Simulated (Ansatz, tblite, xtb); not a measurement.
Dissociation curve of NBe (cation, charge +1), lowest triplet found (which spin is the ground state isn't settled by this scan).

Levels of theory: GFN1-xTB (xtb); UKS-PBE = unrestricted PBE/aug-cc-pVDZ (Ansatz, a quantum-chemistry and plane-wave program); GFN2-xTB, 300 K electronic temperature (tblite).

Energies are in kcal/mol, each relative to the lowest point of its own curve between 1.38 and 1.97 Å, where full CI is lowest.

```json
[
 {"R / Å": "1.29", "GFN1-xTB": "12.9", "UKS-PBE": "37.8", "GFN2-xTB": "12.2"},
 {"R / Å": "1.38", "GFN1-xTB": "1.8", "UKS-PBE": "16.5", "GFN2-xTB": "1.7"},
 {"R / Å": "1.47", "GFN1-xTB": "0.0", "UKS-PBE": "5.3", "GFN2-xTB": "0.0"},
 {"R / Å": "1.53", "GFN1-xTB": "0.3", "UKS-PBE": "1.7", "GFN2-xTB": "1.8"},
 {"R / Å": "1.58", "GFN1-xTB": "1.1", "UKS-PBE": "0.3", "GFN2-xTB": "4.4"},
 {"R / Å": "1.62", "GFN1-xTB": "2.2", "UKS-PBE": "0.0", "GFN2-xTB": "7.0"},
 {"R / Å": "1.69", "GFN1-xTB": "4.9", "UKS-PBE": "0.9", "GFN2-xTB": "12.3"},
 {"R / Å": "1.75", "GFN1-xTB": "7.7", "UKS-PBE": "2.6", "GFN2-xTB": "17.3"},
 {"R / Å": "1.81", "GFN1-xTB": "10.7", "UKS-PBE": "4.9", "GFN2-xTB": "22.4"},
 {"R / Å": "1.91", "GFN1-xTB": "16.0", "UKS-PBE": "9.5", "GFN2-xTB": "31.1"},
 {"R / Å": "1.97", "GFN1-xTB": "19.1", "UKS-PBE": "12.5", "GFN2-xTB": "36.1"},
 {"R / Å": "2.10", "GFN1-xTB": "25.6", "UKS-PBE": "19.0", "GFN2-xTB": "46.1"},
 {"R / Å": "2.27", "GFN1-xTB": "33.2", "UKS-PBE": "26.9", "GFN2-xTB": "56.9"},
 {"R / Å": "2.45", "GFN1-xTB": "39.9", "UKS-PBE": "33.7", "GFN2-xTB": "65.9"},
 {"R / Å": "2.70", "GFN1-xTB": "47.2", "UKS-PBE": "40.6", "GFN2-xTB": "76.5"},
 {"R / Å": "2.96", "GFN1-xTB": "53.0", "UKS-PBE": "45.4", "GFN2-xTB": "86.1"},
 {"R / Å": "3.29", "GFN1-xTB": "—", "UKS-PBE": "49.1", "GFN2-xTB": "96.4"},
 {"R / Å": "3.69", "GFN1-xTB": "—", "UKS-PBE": "51.6", "GFN2-xTB": "—"},
 {"R / Å": "4.15", "GFN1-xTB": "—", "UKS-PBE": "53.0", "GFN2-xTB": "—"},
 {"R / Å": "4.79", "GFN1-xTB": "—", "UKS-PBE": "53.5", "GFN2-xTB": "—"},
 {"R / Å": "5.71", "GFN1-xTB": "—", "UKS-PBE": "53.1", "GFN2-xTB": "—"}
]
```

Dashes: no converged value, or the column stops at the first point that the program doubted or that broke a chosen test of continuity, which isn't proof of a fault.

The scan ran from 1.21 to 5.71 Å; beyond the distances shown full CI changes its symmetry label. The unrestricted determinant behind UKS-PBE is spin-contaminated at 1.91 to 5.71 Å (<S²> up to 2.9, against 2.00 for a pure triplet).
